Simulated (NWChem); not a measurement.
Species: PbH₂SO, singlet; SMILES [OH][Pb][SH]

```xyz
5

Pb    -0.2631    -0.3995    -0.0015
O      1.7057    -1.1303     0.0004
H      2.3820    -0.4411     0.0002
S      0.3791     2.0866    -0.0033
H     -0.9118     2.4886    -0.0045
```
Atoms are numbered in this order, from 1.

Level: PBE0/def2-SVP with def2 effective core potentials on Pb (NWChem), optimised geometry, unscaled harmonic frequencies. Low-valent species are run as closed-shell singlets; no triplet was tried in these runs. def2 effective core potentials on Pb; no spin-orbit coupling.

```csv
frequency (cm⁻¹),IR intensity (km/mol)
121,8.1
234,28.4
300,39.0
394,113.0
553,92.1
582,8.3
743,61.8
2710,1.8
3874,54.3
```

```json
{
  "zero_point_energy": "13.6 kcal/mol",
  "thermal correction to the enthalpy at 298.15 K (with zero-point energy)": "17.5 kcal/mol",
  "heat capacity Cv": "15.8 cal/(mol K)",
  "entropy at 298.15 K and 1 atm (symmetry number 1)": "77.7 cal/(mol K)"
}
```

Rigid rotor and harmonic oscillator.
